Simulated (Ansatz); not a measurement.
Question: Predict a relaxed structure of [9]cycloparaphenylene, `c1cc2ccc1-c1ccc(cc1)-c1ccc(cc1)-c1ccc(cc1)-c1ccc(cc1)-c1ccc(cc1)-c1ccc(cc1)-c1ccc(cc1)-c1ccc-2cc1`, charge 0, singlet, at PBE-D4/def2-SVP (Ansatz).

Answer: 
```xyz
90

C     6.031   -0.186   -2.740
C     6.415   -0.733   -1.512
C     5.863   -1.953   -1.047
C     5.088   -2.693   -1.971
C     4.710   -2.150   -3.201
C     5.083   -0.835   -3.567
C     4.267   -0.109   -4.569
C     3.899    1.230   -4.301
C     2.785    1.811   -4.909
C     1.980    1.088   -5.821
C     2.480   -0.169   -6.246
C     3.591   -0.755   -5.632
C     0.578    1.513   -6.055
C     0.123    2.812   -5.720
C    -1.223    3.061   -5.441
C    -2.192    2.030   -5.505
C    -1.772    0.809   -6.088
C    -0.424    0.554   -6.344
C    -3.451    2.131   -4.730
C    -3.994    3.362   -4.283
C    -4.875    3.417   -3.198
C    -5.260    2.246   -2.500
C    -4.880    1.013   -3.081
C    -4.003    0.957   -4.163
C    -5.757    2.258   -1.103
C    -5.445    3.338   -0.241
C    -5.436    3.180    1.147
C    -5.717    1.928    1.746
C    -6.259    0.932    0.897
C    -6.288    1.097   -0.490
C    -5.194    1.568    3.086
C    -5.584    0.399    3.784
C    -4.771   -0.164    4.775
C    -3.525    0.414    5.121
C    -3.246    1.688    4.569
C    -4.055    2.247    3.582
C    -2.426   -0.345    5.764
C    -1.266    0.299    6.258
C    -0.051   -0.381    6.371
C     0.065   -1.748    6.019
C    -1.147   -2.439    5.777
C    -2.358   -1.755    5.642
C     1.382   -2.314    5.633
C     2.611   -1.688    5.961
C     3.771   -1.931    5.219
C     3.765   -2.822    4.119
C     2.599   -3.601    3.937
C     1.439   -3.352    4.672
C     4.753   -2.753    3.016
C     5.277   -1.494    2.641
C     5.793   -1.276    1.361
C     5.814   -2.308    0.392
C     5.496   -3.612    0.844
C     4.975   -3.830    2.123
H     6.426    0.799   -3.034
H     7.106   -0.167   -0.869
H     4.652   -3.656   -1.667
H     3.989   -2.701   -3.824
H     4.408    1.781   -3.496
H     2.460    2.800   -4.558
H     1.949   -0.733   -7.027
H     3.902   -1.766   -5.939
H     0.849    3.627   -5.578
H    -1.505    4.051   -5.052
H    -2.503    0.004   -6.257
H    -0.135   -0.456   -6.670
H    -3.672    4.303   -4.753
H    -5.219    4.402   -2.846
H    -5.164    0.069   -2.594
H    -3.633   -0.028   -4.482
H    -5.085    4.288   -0.664
H    -5.108    4.024    1.771
H    -6.553   -0.042    1.317
H    -6.642    0.263   -1.113
H    -6.513   -0.121    3.504
H    -5.085   -1.109    5.244
H    -2.301    2.193    4.815
H    -3.714    3.169    3.091
H    -1.287    1.379    6.469
H     0.849    0.196    6.630
H    -1.133   -3.523    5.594
H    -3.246   -2.318    5.318
H     2.646   -0.943    6.770
H     4.687   -1.368    5.458
H     2.553   -4.320    3.106
H     0.522   -3.888    4.391
H     5.145   -0.631    3.312
H     6.050   -0.248    1.067
H     5.595   -4.467    0.157
H     4.672   -4.847    2.412
```
Point group C2 (tolerance 0.1 Å). This is one stationary point.

Single mean-field runs in def2-SVP are fitted with def2-universal-jkfit.
